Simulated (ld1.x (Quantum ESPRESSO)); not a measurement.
**Which change was made? (Se, TM)**

ld1.x (Quantum ESPRESSO) 7.5 input, shortened:

```
&input
   title='Se', zed=34., rel=1, dft='PBESOL', iswitch=3,
   config='[Ar] 3d10 4s2 4p4'
 /
 &inputp
   pseudotype=2, tm=.true., lloc=-2, rcloc=1.45,
   nlcc=.true., rcore=0.70
 /
2
4S  1  0   2.00   0.00  1.30  1.30  0.0
4P  2  1   4.00   0.00  1.65  1.65  0.0
 &test
   configts(1)='4s2 4p4'
 /
```

Cutoffs, loose and tight: the cutoffs (Ry, on a coarse ladder) from which the occupation-weighted sum of valence levels, in a spherical-Bessel basis at the reference potential, stays within 10 and 1 mRy of its value at 400 Ry. They do not see the model core or the augmentation charge, which bear on the density cutoff. Test errors are all-electron minus pseudo excitation energies from the reference, over the configurations 4s2 4p3; 4s2 4p2; 4s2 4p1; 4s1 4p5; 4s2 4p0; 4s2 4p4.3; 4s0 4p6; variants that change the core or the reference have their own tests. The largest error is taken over the tests solved by every variant that gives reliable tests at all, those not shown here included: 4s1 4p5; 4s2 4p1; 4s2 4p2; 4s2 4p3.

The base gives: outcome: generated; cutoff, loose: 40 Ry; cutoff, tight: 90 Ry; bound ghosts: none; largest test error (meV): -25.

(1) After one change the result is: outcome: generated; cutoff, loose: 40 Ry; cutoff, tight: 90 Ry; bound ghosts: none; largest test error (meV): -63. Which change was it?
A. wave 4s (bound): rc 1.30 bohr becomes 4s (bound): rc 1.26 bohr
B. type PAW; waves now 4s (bound): rcut 1.15, rcutus 1.30 bohr; 4s channel at 1.75 Ry: rcut 1.15, rcutus 1.30 bohr; 4p (bound): rcut 1.45, rcutus 1.65 bohr; 4p channel at 0.75 Ry: rcut 1.45, rcutus 1.65 bohr; local potential all-electron potential smoothed inside 1.25 bohr (lloc = -1); augmentation PSQ, inside the norm-conserving radii
C. local potential the p channel
D. wave 4p (bound): rc 1.65 bohr becomes 4p (bound): rc 2.48 bohr

Results:

(1) C. The others give: wave 4p (bound): rc 1.65 bohr becomes 4p (bound): rc 2.48 bohr → outcome: generated; cutoff, loose: 40 Ry; cutoff, tight: 90 Ry; bound ghosts: none; largest test error (meV): -74 | type PAW; waves now 4s (bound): rcut 1.15, rcutus 1.30 bohr; 4s channel at 1.75 Ry: rcut 1.15, rcutus 1.30 bohr; 4p (bound): rcut 1.45, rcutus 1.65 bohr; 4p channel at 0.75 Ry: rcut 1.45, rcutus 1.65 bohr; local potential all-electron potential smoothed inside 1.25 bohr (lloc = -1); augmentation PSQ, inside the norm-conserving radii → outcome: generated; cutoff, loose: 25 Ry; cutoff, tight: 45 Ry; bound ghosts: s; largest test error (meV): -105 | wave 4s (bound): rc 1.30 bohr becomes 4s (bound): rc 1.26 bohr → outcome: generated; cutoff, loose: 50 Ry; cutoff, tight: 110 Ry; bound ghosts: none; largest test error (meV): -22.
